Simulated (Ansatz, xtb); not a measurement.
# Relative energy of two isomers of C6H7F

Structure I is `C#C[C@@H]1CC[C@@H]1F`, a singlet and structure II is `C#C[C@@H]1CC[C@H]1F`, a singlet. Both are isolated molecules in the gas phase, relaxed with B3LYP-D3(BJ)/def2-SVP.

Quicker runs give these differences E(II) − E(I): GFN2-xTB −8.09 kJ/mol; HF/STO-3G −4.84 kJ/mol (at GFN2-xTB geometries); r2SCAN-D4/def2-SVP −4.65 kJ/mol (at GFN2-xTB geometries).

Task: Estimate E(II) − E(I) at the level CCSD(T)/def2-SVP + ΔMP2/def2-TZVPP.

Result: Calculated at CCSD(T)/def2-SVP + ΔMP2/def2-TZVPP: E(II) − E(I) = −7.76 kJ/mol, so structure II lies lower.

How the difference moves with the method:

```
                             level               geometry  E(II) − E(I) (kJ/mol)  departure from the last row (kJ/mol)  job, with rough time for the two
                          GFN2-xTB               GFN2-xTB                   −8.09                                 −0.33               optimisation, 1.1 s
                         HF/STO-3G               GFN2-xTB                   −4.84                                 +2.92               single point, 1.6 s
                r2SCAN-D4/def2-SVP               GFN2-xTB                   −4.65                                 +3.12                single point, 12 s
             B3LYP-D3(BJ)/def2-SVP  B3LYP-D3(BJ)/def2-SVP                   −7.08                                 +0.68               optimisation, 3 min
                       HF/def2-SVP  B3LYP-D3(BJ)/def2-SVP                   −8.72                                 −0.95           part of the CCSD(T) run
                      MP2/def2-SVP  B3LYP-D3(BJ)/def2-SVP                   −6.50                                 +1.27           part of the CCSD(T) run
                  CCSD(T)/def2-SVP  B3LYP-D3(BJ)/def2-SVP                   −6.65                                 +1.11                      single point
CCSD(T)/def2-SVP + ΔMP2/def2-TZVPP  B3LYP-D3(BJ)/def2-SVP                   −7.76                                                   single point, 3.7 min
```

As drawn, both hold the same kinds of bond in the same numbers.

The levels shown agree on the order. The largest departure from CCSD(T)/def2-SVP + ΔMP2/def2-TZVPP is that of r2SCAN-D4/def2-SVP, 3.12 kJ/mol. The last row adds to CCSD(T) the change of the MP2 difference between the two basis sets, here −1.11 kJ/mol.

With thermal terms from frequencies at re-optimised GFN2-xTB minima (ideal gas, soft modes damped towards free rotors, one conformer each, 298.15 K, 1 atm): on the last row, ΔE + ΔZPE = −7.77, ΔH = −7.77, ΔG = −7.82 kJ/mol.

The correlated steps freeze 7 core orbitals. Codes used: Ansatz 0.2.0, xtb 6.7.1; the last row on 2 threads of AMD EPYC (Zen 3) on a shared host.
